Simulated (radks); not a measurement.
Ionisation of neutral bismuth, [Hg] 6p3, to [Hg] 6p2 as the strength of local exchange is varied. Method: Dirac Kohn-Sham, Slater X-alpha exchange (alpha = 2/3 is LDA exchange), no correlation, spin-unpolarised, spherical densities, point nucleus; open shells fill j = l - 1/2 first; computed with a radial shooting solver on a logarithmic mesh with Libxc functionals.

| alpha | E(Bi) (hartree) | exchange (hartree) | IE (eV) | -e of the level emptied (eV) | <r> of it (bohr) |
|---|---|---|---|---|---|
| 0.667 | -21561.4660 | -378.4007 | 6.108 | 2.940 (6p3/2) | 3.343 |
| 0.792 | -21632.5013 | -450.8437 | 7.031 | 3.734 (6p3/2) | 3.179 |
| 0.801 | -21637.6251 | -456.0782 | 7.100 | 3.794 (6p3/2) | 3.169 |
| 0.952 | -21723.7782 | -544.2720 | 8.300 | 4.854 (6p3/2) | 3.004 |
| 1.003 | -21752.9557 | -574.2175 | 8.724 | 5.234 (6p3/2) | 2.954 |

NIST Atomic Spectra Database: 7.286 eV (measured). The Delta-SCF value meets it near alpha = 0.82. Spin polarisation and multiplet splitting are left out, so open shells lie too high by an amount that depends on their filling.

Beside tabulated values, note that spin-unpolarised runs miss the spin-polarisation part of the exchange energy of open shells.
